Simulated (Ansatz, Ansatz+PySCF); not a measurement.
```
atom    x (Å)    y (Å)    z (Å)
   C  -0.5124  -0.1442   1.3586
   C  -0.0425  -0.0120   0.1126
   C   1.3671  -0.3751  -0.2515
   C  -0.8915   0.5090  -1.0095
   H  -1.5422   0.1242   1.6113
   H   0.1169  -0.5253   2.1681
   H   1.9332  -0.7487   0.6132
   H   1.3833  -1.1511  -1.0361
   H   1.9035   0.4961  -0.6650
   H  -1.9094   0.7554  -0.6763
   H  -0.4445   1.4153  -1.4530
   H  -0.9648  -0.2320  -1.8241
```

Basis set: def2-SVP (spherical functions). Left uncorrelated: 4 orbitals. Charge 0, multiplicity 3.

Computed with Ansatz (development build ahead of 0.2.0); each method stands on the lowest determinant of its kind that the runs found.

The atomization energy at this shape (free ground-state atoms in the same class of orbitals less the molecule, no zero-point energy) of triplet C₄H₈:

```tsv
method	atomization energy
UHF-MP2	43.99 eV
```

(1) What does UHF give?

## Answers

(1) 35.36 eV. Caution: another spin multiplicity may lie lower.
